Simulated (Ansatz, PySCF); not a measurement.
Process, species as SMILES: Cc1ccc(C)[nH]1 + 6 C (CH4) + N (NH3) → 2 C=C (C2H4) + 3 CC (C2H6) + 2 CN (CH5N)
Each molecule is optimised on its own at B3LYP-D3(BJ)/def2-TZVP (Ansatz, a first-principles code).

Wanted: bond separation energy (enthalpy at 298 K, with B3LYP-D3(BJ) rigid-rotor harmonic-oscillator terms from PySCF), in eV. Valence correlation only, unless marked. No spin-orbit coupling. No relativistic terms. Basis-set limits of correlation are two-point, X^-3; Hartree-Fock from the larger set. [CCSD(T)-MP2]/basis is that difference in the basis named.

RI-MP2/CBS(cc-pVTZ,cc-pVQZ)+[CCSD(T)-MP2]/cc-pVTZ (Ansatz) gives 2.70 eV.

Another calculation gave 2.66 eV. Which level was it?
A) PBE0/def2-TZVPD (Ansatz)
B) B97M-V/def2-TZVPD (Ansatz)
C) BLYP/def2-TZVPD (Ansatz)
D) SVWN5/def2-TZVPD (Ansatz)

C, BLYP/def2-TZVPD (Ansatz). The others give 2.82 (PBE0), 3.00 (B97M-V), 3.17 (SVWN5) eV.
